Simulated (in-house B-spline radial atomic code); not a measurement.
A fraction x of an electron is added to 4p in neutral bromine, starting from [Ar] 3d10 4s2 4p5 and keeping the highest spin. Method: scalar-relativistic (X2C) B97-1, spin-polarised, spherical fractional occupations, Fermi nucleus of rms radius 4.1629 fm. Calculated with a radial B-spline atomic code at the basis-set limit.

Caution: exact exchange at fractional occupations of open shells leaves self-interaction of up to several eV.

| x | E(x) - E(0) (eV) | 4p down level (eV) |
| --- | --- | --- |
| 0 | 0.0000 | -7.782 |
| 0.1 | -0.7397 | -7.014 |
| 0.2 | ? | ? |
| 0.3 | -1.9919 | -5.516 |
| 0.4 | -2.5069 | -4.787 |
| 0.5 | -2.9498 | -4.072 |
| 0.6 | -3.3219 | -3.373 |
| 0.7 | ? | ? |
| 0.8 | -3.8608 | -2.028 |

(1) What belongs in the row x = 0.2?

(2) What belongs in the row x = 0.7?

(3) Check Janak's theorem between x = 0.3 and 0.4.

Answers

(1) An energy change of -1.4033 eV; 4p down at -6.259 eV.

(2) An energy change of -3.6250 eV; 4p down at -2.691 eV.

(3) The slope of the energy is -5.15 eV; the orbital levels give -5.15 eV (ε of the filling orbital, averaged over the two points).
